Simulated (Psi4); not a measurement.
HO$_{2}$Si (SMILES O=[Si]=[OH+]), charge +1, singlet, at a GFN2-xTB geometry, with bond 1-2 at 1.6 times its length; Psi4 with CAM-B3LYP/3-21G.

Psi4 was given this input:
```
memory 2 GB

molecule {
1 1
O     2.44853496    0.16482147    0.03932141
Si    0.08969194    0.00476254    0.00098272
O    -1.42269128   -0.09053858   -0.02097034
H    -2.38590764   -0.18076186   -0.04555055
}

set {
  basis 3-21g
  cholesky_tolerance 1e-6
  scf_type cd
}

energy('cam-b3lyp')
print_variables()
```

**Question.** Write the output that Psi4 gives for this input, abridged.

**Answer.** 
```
   => Loading Basis Set <=

    Name: 3-21G
    Role: ORBITAL
    Keyword: BASIS

Traceback (most recent call last):
  File "psi4", line 375, in <module>
  File "<string>", line 26, in <module>
  File "site-packages/psi4/driver/driver.py", line 533, in energy
  File "site-packages/psi4/driver/procrouting/proc.py", line 2760, in run_scf
  File "site-packages/psi4/driver/procrouting/proc.py", line 1939, in scf_helper
  File "site-packages/psi4/driver/procrouting/proc.py", line 1433, in scf_wavefunction_factory
  File "site-packages/psi4/driver/procrouting/proc.py", line 1397, in build_functional_and_disp
  File "site-packages/psi4/driver/procrouting/dft/superfunctionals.py", line 135, in build_superfunctional

psi4.driver.p4util.exceptions.ValidationError: SCF: SCF_TYPE (CD) not supported for range-separated functionals, plese use SCF_TYPE = 'DF' to automatically select the correct JK build.

Printing out the relevant lines from the Psithon --> Python processed input file:
    """)
    core.IO.set_default_namespace("")
    core.set_global_option("BASIS", "3-21g")
    core.set_global_option("CHOLESKY_TOLERANCE", 1e-6)
    core.set_global_option("SCF_TYPE", "cd")
--> energy('cam-b3lyp')
    print_variables()

!----------------------------------------------------------------------------------!
!                                                                                  !
!  SCF: SCF_TYPE (CD) not supported for range-separated functionals, plese use     !
!     SCF_TYPE = 'DF' to automatically select the correct JK build.                !
!                                                                                  !
!----------------------------------------------------------------------------------!
```

The program refused the input.
